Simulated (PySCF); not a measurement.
Ranking problems on computed properties.

All species are isolated and taken at one optimised geometry, non-relativistic unless stated. Electronic properties by PySCF.

The conformers computed, where there is a choice (atom-mapped SMILES and torsion angles):
- `[CH3:1][O:2][Si@@H:3]([NH2:4])[O:5][CH2:6][C:7]#[N:8]`: C1–O2–Si3–N4 -172°, O2–Si3–O5–C6 -177°, Si3–O5–C6–C7 -86°, H–N4–Si3–O2 62°, H–N4–Si3–O2 -71°
- `[CH3:1][C@@H:2]1[O:3][CH2:4][C@H:5]1[C:6]([F:7])([F:8])[F:9]`: C4–C5–C6–F7 48°
- `[CH2:1]=[C:2]([CH3:3])[CH:4]=[C:5]1[CH:6]=[CH:7]1`: C1–C2–C4–C5 180°
- `[CH:1]#[C:2][C@@H:3]1[CH2:4][C@@H:5]1[CH:6]=[CH2:7]`: C4–C5–C6–C7 145°

**Question.** Rank by HOMO–LUMO gap, highest first (PBE0/def2-SVPD at GFN2-xTB geometries).
A. `CO[Si@@H](N)OCC#N`
B. `C[C@@H]1OC[C@H]1C(F)(F)F`
C. `[C@@H]1(C[C@H]1C#C)C=C`
D. `C=C(C)C=C1C=C1`

**Answer.** B (8.38 eV), A (8.20 eV), C (7.21 eV), D (4.68 eV).

**Question.** Rank by lowest triplet excitation (Tamm–Dancoff), highest first (TDA PBE0/def2-SVPD at GFN2-xTB geometries).
A. `C#C[C@@H]1C[C@@H]1C=C`
B. `C1C(=CC(=C)C)C=1`
C. `CO[Si@@H](N)OCC#N`
D. `C[C@@H]1OC[C@H]1C(F)(F)F`

**Answer.** D (6.86 eV), C (6.32 eV), A (4.28 eV), B (2.86 eV).

**Question.** Rank by dipole moment, lowest first (PBE0/def2-SVPD at GFN2-xTB geometries).
A. `C[C@@H]1OC[C@H]1C(F)(F)F`
B. `C=C(C=C1C=C1)C`
C. `C(C#N)O[Si@H](N)OC`
D. `C#C[C@@H]1C[C@@H]1C=C`
E. `CC#C[C@H]1C=CC1`

**Answer.** E (0.23 D), D (0.89 D), A (1.80 D), B (2.98 D), C (3.77 D).

**Question.** By how much do the two ends of that ranking differ?

**Answer.** By 3.54 D, between `CO[Si@@H](N)OCC#N` and `CC#C[C@H]1C=CC1`.

**Question.** Rank by electronic spatial extent ⟨r²⟩ about the centre of nuclear charge, lowest first (PBE0/def2-SVPD at GFN2-xTB geometries).
A. `C#C[C@@H]1C[C@@H]1C=C`
B. `CO[Si@@H](N)OCC#N`
C. `C=C(C)C=C1C=C1`
D. `C[C@@H]1OC[C@H]1C(F)(F)F`
E. `CC#C[C@H]1C=CC1`

**Answer.** A (826 bohr²), C (866 bohr²), E (980 bohr²), D (1154 bohr²), B (1395 bohr²).

**Question.** Rank by smallest rotational constant, highest first (GFN2-xTB).
A. `C=C(C)C=C1C=C1`
B. `C#CC(C)=C=CC`
C. `C#C[C@@H]1C[C@@H]1C=C`
D. `CO[Si@@H](N)OCC#N`
E. `C[C@@H]1OC[C@H]1C(F)(F)F`
F. `CC#C[C@H]1C=CC1`

**Answer.** C (1.508 GHz), A (1.366 GHz), F (1.261 GHz), B (1.209 GHz), E (1.040 GHz), D (0.835 GHz).

**Question.** Rank by static isotropic polarisability, highest first (PBE0/def2-SVPD at GFN2-xTB geometries).
A. `C=C(C)C=C1C=C1`
B. `C[C@@H]1OC[C@H]1C(F)(F)F`
C. `C#C[C@@H]1C[C@@H]1C=C`
D. `CO[Si@@H](N)OCC#N`

**Answer.** A (87.2 au), C (80.7 au), D (77.9 au), B (63.7 au).

**Question.** Give the two extremes of that set as polarisability volumes in Å³.

**Answer.** `C[C@@H]1OC[C@H]1C(F)(F)F`: 9.44 Å³; `C=C(C)C=C1C=C1`: 12.92 Å³.
